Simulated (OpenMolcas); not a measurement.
# Kr²⁺: effect of the IPEA shift

```
Program             : OpenMolcas 26.06
Basis               : ANO-RCC-VTZP [6s5p3d1f]
Scalar Hamiltonian  : DKH2, point nucleus
Active space        : 4 electrons in 3 orbitals (4p)
State averaging     : 2S+1 = 3 even, 3 roots; 2S+1 = 1 even, 6 roots
Spin-orbit coupling : RASSI with atomic mean-field integrals over the reference wave functions, term energies averaged over their components
```

Methods on the same reference wave functions:
A. CASSCF
B. SS-CASPT2, IPEA 0 Eh, imaginary shift 0.1 Eh (closed shells correlated: 3d 4s)
C. SS-CASPT2, IPEA 0.25 Eh, imaginary shift 0.1 Eh (closed shells correlated: 3d 4s)

Energies in cm-1 above 4s2 4p4 3P2, the measured ground level; measured values from Saloman, J. Phys. Chem. Ref. Data 36, 215 (2007).

```
      Level      A      B      C  Measured
4s2 4p4 3P2    0.0    0.0    0.0       0.0
4s2 4p4 3P1   4079   4130   4140      4548
4s2 4p4 3P0   5101   5020   5020      5313
4s2 4p4 1D2  17078  15400  15040     14644
4s2 4p4 1S0  39040  34490  34350     33080
```

Deviations, from unrounded energies. A percentage is the sum of absolute deviations over the sum of measured energies, with the sign that they share, or ± where signs differ.

```
                        Against measurement  Levels      A     B     C
             mean absolute deviation (cm-1)       4   2300   720   590
      fine structure of the ground term (%)       2   -6.9  -7.3  -7.1
other terms of the ground configuration (%)       2  +17.6  +4.6  +3.5
```

C lies closest to measurement on these levels and A furthest from it. The largest miss of C in the table is 4s2 4p4 1S0, by +1300 cm-1. The ranking rests on the paired levels alone, and a cruder setting can come out closer through cancelling errors.

Between B and C the level of the table that moves most is 4s2 4p4 1D2, by 360 cm-1 (lowest in C, highest in B). Moves below CASPT2's spread within the term are not significant.

The mean deviations of B to C differ by less than CASPT2's widest spread within a term (150 cm-1), so their order carries little weight.

From A to B the spin-free energies of the other terms of 4s2 4p4 shown, above 3P, scale by factors of 0.87 to 0.88.

The lowest spin-free term lies below A's lowest term by 0.183 hartree in B, 0.176 hartree in C.

CASPT2 does not keep the components of a term degenerate, so their means are used; among the terms shown or strongly mixed into the levels shown the widest spread is 150 cm-1 (4s2 4p4 1D, C). With the s shell closed, the reference lacks s² → p² mixing. Measured partners are found by configuration, term and J. A level has none where our copy of the source lacks it or the pairing is in doubt (some pairs that miss far off the trend of their configuration count as doubtful), and it then counts in no deviation. Only configurations of the active space appear.
